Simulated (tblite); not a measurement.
Input of a run (GFN2-xTB geometry optimisation, gas phase (tblite 0.8.0)), started from a force field or distance geometry:
```
{"job": {"kind": "relax", "xc": "GFN2-xTB", "basis": "xTB"}, "charge": 0, "multiplicity": 1}
O     -2.519900    -1.280200    -1.503500
C     -2.752400    -0.157000    -1.062600
Si    -1.364900     0.754600    -0.190100
Si     0.551400     0.568700    -1.481400
O      1.836000     1.306800    -0.726500
Si     2.971600     0.981700     0.420000
S     -1.138700     0.188200     1.866700
Si    -0.872200    -1.913100     1.563500
H     -3.717600     0.340900    -1.122700
H     -1.730500     2.205000    -0.137200
H      0.331600     1.205500    -2.795400
H      0.907000    -0.864300    -1.704300
H      3.500300     2.257800     0.974400
H      4.083800     0.197700    -0.184500
H      2.355600     0.197000     1.512800
H     -0.450800    -2.519700     2.855200
H     -2.177000    -2.497200     1.160300
H      0.177900    -2.132600     0.543400
```

Output (eV, eV/Å):
```
step      E/eV     max force
  0    -697.77976    1.784
  1    -697.87781    1.902
  2    -697.96934    0.544
  3    -697.99988    0.510
  4    -698.02540    0.358
  5    -698.04133    0.318
  6    -698.06132    0.384
  7    -698.08379    0.422
  8    -698.10848    0.434
  9    -698.12369    0.257
 10    -698.13114    0.158
 11    -698.13576    0.195
 12    -698.14100    0.243
 13    -698.14649    0.218
 14    -698.15064    0.142
 15    -698.15316    0.121
 16    -698.15534    0.149
 17    -698.15790    0.161
 18    -698.16051    0.131
 19    -698.16284    0.112
 20    -698.16474    0.128
 21    -698.16647    0.140
 22    -698.16837    0.124
 23    -698.17044    0.115
 24    -698.17242    0.110
 25    -698.17396    0.106
 26    -698.17497    0.076
 27    -698.17579    0.072
 28    -698.17674    0.082
 29    -698.17796    0.120
 30    -698.17951    0.120
 31    -698.18119    0.115
 32    -698.18257    0.094
 33    -698.18346    0.082
 34    -698.18408    0.060
 35    -698.18464    0.054
 36    -698.18524    0.063
 37    -698.18598    0.086
 38    -698.18686    0.109
 39    -698.18779    0.109
 40    -698.18877    0.089
 41    -698.18982    0.094
 42    -698.19094    0.079
 43    -698.19193    0.067
 44    -698.19257    0.053
 45    -698.19298    0.051
 46    -698.19343    0.057
 47    -698.19393    0.072
 48    -698.19430    0.052
 49    -698.19442    0.056
 50    -698.19459    0.021
 51    -698.19466    0.018
 52    -698.19476    0.019
 53    -698.19486    0.027
 54    -698.19497    0.027
 55    -698.19507    0.022
 56    -698.19517    0.020
 57    -698.19527    0.022
 58    -698.19535    0.025
 59    -698.19540    0.018
 60    -698.19545    0.014
 61    -698.19552    0.030
 62    -698.19562    0.044
 63    -698.19576    0.046
 64    -698.19590    0.030
 65    -698.19599    0.015
 66    -698.19605    0.025
 67    -698.19613    0.041
 68    -698.19628    0.055
 69    -698.19649    0.058
 70    -698.19673    0.042
 71    -698.19690    0.022
 72    -698.19699    0.024
 73    -698.19709    0.033
 74    -698.19726    0.047
 75    -698.19751    0.059
 76    -698.19778    0.059
 77    -698.19806    0.037
 78    -698.19824    0.026
 79    -698.19832    0.021
 80    -698.19848    0.029
 81    -698.19866    0.034
 82    -698.19887    0.031
 83    -698.19906    0.030
 84    -698.19919    0.027
 85    -698.19927    0.029
 86    -698.19933    0.019
 87    -698.19939    0.023
 88    -698.19946    0.021
 89    -698.19958    0.030
 90    -698.19969    0.038
 91    -698.19989    0.043
 92    -698.20010    0.045
 93    -698.20030    0.033
 94    -698.20040    0.019
 95    -698.20047    0.020
 96    -698.20056    0.027
 97    -698.20073    0.049
 98    -698.20108    0.075
 99    -698.20166    0.090
100    -698.20235    0.071
101    -698.20295    0.056
102    -698.20326    0.070
103    -698.20365    0.132
104    -698.20419    0.080
105    -698.20609    0.087
106    -698.20877    0.444
107    -698.21257    0.127
108    -698.21499    0.149
109    -698.20468    0.357
110    -698.21777    0.132
111    -698.21847    0.127
112    -698.21939    0.142
113    -698.21986    0.229
114    -698.22086    0.068
115    -698.22133    0.051
116    -698.22229    0.073
117    -698.22299    0.076
118    -698.22378    0.065
119    -698.22428    0.061
120    -698.22467    0.053
121    -698.22504    0.078
122    -698.22564    0.096
123    -698.22633    0.071
124    -698.22712    0.059
125    -698.22806    0.067
126    -698.22905    0.080
127    -698.23003    0.133
128    -698.23095    0.089
129    -698.23199    0.118
130    -698.23315    0.113
131    -698.23467    0.121
132    -698.23613    0.150
133    -698.23771    0.160
134    -698.23899    0.114
135    -698.24008    0.079
136    -698.24098    0.081
137    -698.24177    0.063
138    -698.24234    0.047
139    -698.24279    0.042
140    -698.24319    0.042
141    -698.24355    0.032
142    -698.24383    0.031
143    -698.24410    0.039
144    -698.24436    0.042
145    -698.24461    0.039
146    -698.24485    0.035
147    -698.24512    0.046
148    -698.24549    0.054
149    -698.24592    0.058
150    -698.24632    0.056
151    -698.24663    0.043
152    -698.24688    0.037
153    -698.24711    0.033
154    -698.24732    0.033
155    -698.24758    0.041
156    -698.24801    0.050
157    -698.24867    0.071
158    -698.24947    0.084
159    -698.25020    0.073
160    -698.25065    0.043
161    -698.25077    0.048
162    -698.25101    0.039
163    -698.25117    0.041
164    -698.25133    0.024
165    -698.25144    0.032
166    -698.25150    0.017
167    -698.25154    0.016
168    -698.25158    0.014
169    -698.25163    0.017
170    -698.25169    0.018
171    -698.25176    0.017
172    -698.25183    0.016
173    -698.25190    0.022
174    -698.25198    0.022
175    -698.25205    0.023
176    -698.25213    0.019
177    -698.25220    0.017
178    -698.25229    0.025
179    -698.25239    0.025
180    -698.25249    0.019
181    -698.25258    0.020
182    -698.25266    0.024
183    -698.25276    0.026
184    -698.25287    0.032
185    -698.25301    0.028
186    -698.25317    0.029
187    -698.25332    0.028
188    -698.25343    0.024
189    -698.25350    0.021
190    -698.25355    0.020
191    -698.25361    0.021
192    -698.25367    0.022
193    -698.25375    0.028
194    -698.25383    0.029
195    -698.25391    0.023
196    -698.25398    0.022
197    -698.25404    0.026
198    -698.25412    0.023
199    -698.25426    0.029
200    -698.25441    0.028
201    -698.25456    0.026
202    -698.25467    0.021
203    -698.25475    0.022
204    -698.25484    0.033
205    -698.25492    0.029
206    -698.25502    0.026
207    -698.25513    0.026
208    -698.25524    0.027
209    -698.25538    0.028
210    -698.25548    0.026
211    -698.25556    0.026
212    -698.25561    0.021
213    -698.25568    0.015
214    -698.25574    0.017
215    -698.25581    0.024
216    -698.25588    0.028
217    -698.25596    0.030
218    -698.25607    0.029
219    -698.25620    0.036
220    -698.25637    0.041
221    -698.25658    0.040
222    -698.25683    0.038
223    -698.25708    0.037
224    -698.25724    0.046
225    -698.25750    0.044
226    -698.25771    0.034
227    -698.25801    0.035
228    -698.25818    0.038
229    -698.25836    0.029
230    -698.25851    0.033
231    -698.25873    0.033
232    -698.25902    0.041
233    -698.25940    0.046
234    -698.25976    0.042
235    -698.26006    0.046
236    -698.26025    0.036
237    -698.26047    0.036
238    -698.26069    0.037
239    -698.26095    0.043
240    -698.26119    0.033
241    -698.26139    0.025
242    -698.26154    0.025
243    -698.26167    0.029
244    -698.26180    0.028
245    -698.26195    0.033
246    -698.26210    0.035
247    -698.26226    0.031
248    -698.26242    0.028
249    -698.26256    0.038
250    -698.26271    0.045
251    -698.26293    0.047
252    -698.26322    0.037
253    -698.26346    0.030
254    -698.26358    0.031
255    -698.26369    0.021
256    -698.26377    0.021
257    -698.26389    0.034
258    -698.26399    0.029
259    -698.26409    0.019
260    -698.26416    0.017
261    -698.26423    0.016
262    -698.26430    0.020
263    -698.26435    0.018
264    -698.26439    0.014
265    -698.26441    0.012
266    -698.26444    0.012
267    -698.26446    0.012
268    -698.26450    0.016
269    -698.26454    0.013
270    -698.26456    0.010
271    -698.26457    0.005
```

Task: Summarise the run.

Result: The energy falls by 11.2 kcal/mol over 271 L-BFGS steps, the largest force on an atom goes from 1.78 to 0.005 eV/Å, and the atoms move by 0.834 Å rms after alignment. The bond that changes most is Si4–O5 (oxygen-bound silicon to siloxane oxygen), which shortens by 0.050 Å. Bonds longer at the end by more than 0.005 Å: 3 of 17; shorter: 13. Among the angles that change most is Si4–O5–Si6, from 139.6° to 163.2°. Among the dihedrals that turn most is C2–Si3–Si4–H11, from 62° to 127°. The energy rose by more than 1e-5 eV at step 109. The first step brought 20 % of the lowering.

Task: What are the final bond lengths?

Result: O1=C2 1.210 Å, C2–Si3 1.912 Å, Si3–Si4 2.320 Å, Si4–O5 1.613 Å, O5–Si6 1.630 Å, Si3–S7 2.132 Å, S7–Si8 2.186 Å, C2–H9 1.108 Å, Si3–H10 1.464 Å, Si4–H11 1.464 Å, Si4–H12 1.467 Å, Si6–H13 1.458 Å, Si6–H14 1.461 Å, Si6–H15 1.461 Å, Si8–H16 1.465 Å, Si8–H17 1.451 Å, Si8–H18 1.454 Å. Numbering counts from 1 in the input's order; the species is `O=C[Si@H]([SiH2]O[SiH3])S[SiH3]`.

The run took 2.7 s on one thread, Arm Neoverse V2 (aarch64), no GPU, shared host with 32 logical CPUs at a one-minute load of 11.

Its GFN2-xTB frequencies are all real (lowest 20 cm⁻¹). The numbers are those of one conformer. 3 starts were optimised and ended at 0.00, 1.82 and 2.10 kcal/mol (GFN2-xTB); the lowest of these is shown.

All values are computed, not measured.
